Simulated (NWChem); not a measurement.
System: HSeOBr; SMILES O[Se]Br

```xyz
4

Se     0.3741     0.9421    -0.0159
Br    -0.0175    -1.3930     0.0090
O     -1.2906     1.6493     0.0970
H     -1.6334     1.6756    -0.8215
```
Atoms are numbered in this order, from 1.

Level: PBE-D3(BJ)/def2-SVP (NWChem), optimised geometry, unscaled harmonic frequencies. This build's default masses of Se (78.918 u) and Br (79.917 u) are each other's, which moves their modes by up to 0.6 %.

```tsv
frequency (cm⁻¹)	IR intensity (km/mol)
170	1.0
277	13.5
484	105.5
645	61.1
1067	48.9
3642	90.4
```

| Quantity | Value |
|---|---|
| zero-point energy | 9.0 kcal/mol |
| thermal correction to the enthalpy at 298.15 K (with zero-point energy) | 12.3 kcal/mol |
| heat capacity Cv | 12.1 cal/(mol K) |
| entropy at 298.15 K and 1 atm (symmetry number 1) | 73.1 cal/(mol K) |
| dipole moment | 1.80 D |

Rigid rotor and harmonic oscillator.
